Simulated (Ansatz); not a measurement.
`C[CH2][Al]([OH])[OH]` and `C[CH2][Ga]([OH])[OH]` differ in one element.

Ansatz, PBE0-D4/def2-TZVP geometries, multiplicity 1. Each molecule was computed in one conformer, which needn't be the lowest.

Scalar relativity is left out up to krypton.

```tsv
property	`C[CH2][Al]([OH])[OH]`
ideal-gas entropy at 298 K and 1 bar (rigid rotor, harmonic PBE0-D4/def2-TZVP) / J/(mol·K)	368
size of the dipole moment (PBE/def2-TZVPP) / D	1.34
HOMO energy (B3LYP/def2-TZVPP) / eV	-7.58
LUMO energy (PBE0/def2-TZVPP) / eV	-0.06
HOMO–LUMO gap (PBE/def2-TZVPP) / eV	5.57
HOMO–LUMO gap (ωB97M-V/def2-TZVPP) / eV	11.45
```

What does the change do to each property? (An estimate is asked.)

The calculation gave: 
```tsv
property	`C[CH2][Ga]([OH])[OH]`	shift
ideal-gas entropy at 298 K and 1 bar (rigid rotor, harmonic PBE0-D4/def2-TZVP) / J/(mol·K)	379	11
size of the dipole moment (PBE/def2-TZVPP) / D	0.39	-0.95
HOMO energy (B3LYP/def2-TZVPP) / eV	-8.05	-0.47
LUMO energy (PBE0/def2-TZVPP) / eV	-0.22	-0.16
HOMO–LUMO gap (PBE/def2-TZVPP) / eV	5.68	0.11
HOMO–LUMO gap (ωB97M-V/def2-TZVPP) / eV	11.86	0.41
```

With PBE0 the HOMO falls by 0.46 eV and the LUMO falls by 0.16 eV, so the gap widens by about 0.30 eV. PBE moves the HOMO by -0.33 eV and ωB97M-V by -0.44 eV. Dipoles are sizes alone; their direction can turn. Modes under 60 cm⁻¹, often nearly free rotors, make the harmonic entropy too high.

B3LYP here is the variant with VWN-RPA as its local correlation; programs differ in this.
